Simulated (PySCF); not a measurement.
C2H3F3Si, SMILES F[Si](F)(F)C=C. Atoms are numbered in the order given.

```xyz
9

C      0.0448    -2.4163     0.0000
C     -0.7407    -1.3268     0.0000
Si    -0.0298     0.3635     0.0000
F     -0.4750     1.2224    -1.2863
F     -0.4750     1.2224     1.2863
F      1.5785     0.2874     0.0000
H      1.1367    -2.3384     0.0000
H     -0.3708    -3.4294     0.0000
H     -1.8303    -1.4528     0.0000
```

The structure is a stationary point at TPSSh-D3(BJ)/def2-SVP. Other conformers were not sampled.

All values below come from PySCF with PBE/def2-TZVP.

Atomic charges (e):

| atom | IAO | Mulliken |
|---|---|---|
| C1 | -0.24 | -0.23 |
| C2 | -0.50 | -0.23 |
| Si3 | 1.75 | 0.85 |
| F4 | -0.50 | -0.27 |
| F5 | -0.50 | -0.27 |
| F6 | -0.51 | -0.27 |
| H7 | 0.16 | 0.15 |
| H8 | 0.16 | 0.13 |
| H9 | 0.17 | 0.13 |

Computed Mayer and Wiberg (Löwdin basis) orders of the bonds:
| bond | Mayer | Wiberg |
|---|---|---|
| C1–C2 | 1.91 | 2.20 |
| C2–Si3 | 1.02 | 1.10 |
| Si3–F4 | 1.17 | 1.73 |
| Si3–F5 | 1.17 | 1.73 |
| Si3–F6 | 1.16 | 1.72 |
| C1–H7 | 0.94 | 0.88 |
| C1–H8 | 0.94 | 0.89 |
| C2–H9 | 0.92 | 0.83 |
